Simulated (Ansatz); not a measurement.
`C[SiH2][B](N)[AlH2]` + `CC(C)CF` → `CC(C)[CH2][AlH2]` + `C[SiH2]B(N)F`  (formal exchange of groups at the Al–B bond)

Gas-phase electronic energies from Ansatz, PBE0-D4/def2-TZVP geometries. CBS: MP2 limit from def2 TZ/QZ plus the TZ coupled-cluster correction, frozen cores. Functionals use def2-TZVPP. Each species was taken in one conformer, which may not be the lowest.

CCSD(T)/CBS gives -225.1 kJ/mol.

(1) Another level gave -217.0 kJ/mol. Which?
A. PBE0-D4/def2-TZVPP
B. PBE/def2-TZVPP
C. r2SCAN/def2-TZVPP
D. MP2/def2-TZVPP

Largest T1 diagnostic among the species: 0.013.

## Answers

(1) A. PBE0-D4 -217.0, r2SCAN -225.1, MP2/def2-TZVPP -237.1, PBE -210.9 kJ/mol.

From PBE to PBE0 (25 % exact exchange), in def2-TZVPP and without D4, ΔE moves by −5.7 kJ/mol.
